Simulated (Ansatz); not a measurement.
C2H8AlNSi can be A, `C[N]1[AlH][CH]1[SiH3]`, or B, `C=C([SiH3])[NH][AlH2]`.

Program: Ansatz. Geometries: PBE0-D4/def2-TZVP. ΔE: electronic, gas phase. CBS: MP2 limit from def2 TZ/QZ plus the TZ coupled-cluster correction, frozen cores. DFT in def2-TZVPP. B3LYP here is the variant with VWN-RPA as its local correlation; programs differ in this. One conformer a species, not always the lowest.

Problem. Which is lower in electronic energy at CCSD(T)/CBS, and by how much? (Estimate.)

Solution. The calculation gave: B, by 126.5 kJ/mol.

Problem. Give E(B) − E(A) in kJ/mol with B3LYP-D4, B2PLYP, CCSD/def2-TZVPP, PBE-D4, r2SCAN-D4, B3LYP, PBE0-D4. (Estimate.)

Solution. Computed: B3LYP-D4 -135.5, B2PLYP -130.0, CCSD/def2-TZVPP -129.8, PBE-D4 -115.4, r2SCAN-D4 -122.3, B3LYP -133.8, PBE0-D4 -117.0. None reverses the order clearly.

Largest T1 diagnostic: 0.015.

In def2-TZVPP, CCSD(T) changes the Hartree–Fock value by +29.7 kJ/mol (the triples alone add +2.1 kJ/mol) and MP2 by +37.0 kJ/mol.
